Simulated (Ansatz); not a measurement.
`C[CH2][GeH3]` + `OB(F)F` → `CCOB(F)F` + GeH₄  (substitution at a C–Ge bond)

Calculated with Ansatz (gas phase, PBE0-D4/def2-TZVP geometries, no zero-point term in ΔE). CCSD(T)/CBS adds triple-zeta CCSD(T) − MP2 to the extrapolated MP2 energy (def2 sets, frozen cores). This one scheme is used for every species. Functionals use def2-TZVPP. For Ge outer-core shells are correlated without core-valence functions, which leaves a few kJ/mol of doubt a bond. Scalar relativity is left out up to krypton. One conformer a species, not always the lowest.

```tsv
level	ΔE (kJ/mol)
r2SCAN0-D4	56.1
ωB97M-V	54.7
revPBE	57.0
r2SCAN0	56.1
HF/def2-SVP	34.2
CCSD/def2-SVP	41.2
SCS-MP2/def2-TZVPP	61.1
SCS-MP2/def2-QZVPP	62.5
```

What does CCSD(T)/CBS give? (Estimate.)

The calculation gave: +62.4 kJ/mol. The listed levels differ from it by -6.3, -7.7, -5.4, -6.3, -28.2, -21.2, -1.3, 0.1 kJ/mol.

Largest T1 diagnostic among the species: 0.012.

In def2-TZVPP, CCSD(T) changes the Hartree–Fock value by +15.4 kJ/mol (the triples alone add +0.9 kJ/mol) and MP2 by +24.5 kJ/mol. At CCSD(T), def2-SVP lies −21.4 kJ/mol from the extrapolated value and def2-TZVPP −3.1 kJ/mol. Leaving LDA and LC-ωPBE aside and taking each functional with its dispersion term where it has one, the values, not all of them listed here, spread over 14.2 kJ/mol, from CAM-B3LYP-D4 to PBE-QIDH. LDA lies −6.0 kJ/mol from PBE without D4.
